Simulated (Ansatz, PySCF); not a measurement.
BCl2, SMILES Cl[B]Cl (connectivity only; charge and spin as stated), charge +1, multiplicity 1.

Geometry: B3LYP-D3(BJ)/def2-TZVP. The spin state was assumed, not searched. The isomer is the one that the SMILES or the coordinates give; other isomers of the formula were not compared.

Vertical ionisation energy (IE) and electron affinity (EA) in eV. Rows of orbital energies are one-electron estimates. Where ΔSCF, EOM or ADC give a negative EA the extra electron is unbound and the value depends on the basis.

```
level                                                                         IE          EA
--------------------------------------------------------------------  ----------  ----------
−ε(HOMO), −ε(LUMO), CAM-B3LYP/def2-TZVPD (PySCF)                      (withheld)  (withheld)
−ε(HOMO), −ε(LUMO), PBE/def2-TZVPD (PySCF)                                 15.65        9.32
ADC(2)/aug-cc-pVDZ (PySCF)                                                 19.38        5.95
ΔSCF, PBE0/def2-TZVPD (Ansatz), final states of multiplicity 2 and 2       19.56        6.09
ΔSCF, PBE/def2-TZVPD (Ansatz), final states of multiplicity 2 and 2        19.27        6.00
```

**Question.** Complete the blanks. (The exact figures need the calculation; the answer reports its results.)

**Answer.** 
- −ε(HOMO), −ε(LUMO), CAM-B3LYP/def2-TZVPD (PySCF), IE: 18.35
- −ε(HOMO), −ε(LUMO), CAM-B3LYP/def2-TZVPD (PySCF), EA: 7.17

**Question.** What vertical singlet–triplet gap does ΔSCF give with PBE0/def2-TZVPD (Ansatz, a quantum-chemistry and plane-wave program) and with PBE/def2-TZVPD (Ansatz)? (An estimate is asked for; the answer gives what the named calculation found.)

**Answer.** 6.18 and 5.91 eV (triplet above singlet where positive).

**Question.** Beyond the first one, list the lowest photoelectron lines from ADC(2)/aug-cc-pVDZ run with PySCF with their pole strengths (two spins summed). (An estimate is asked for; the answer gives what the named calculation found.)

**Answer.** 21.05 eV (1.81), 21.05 eV (1.81), 22.97 eV (1.80), 24.39 eV (1.78).
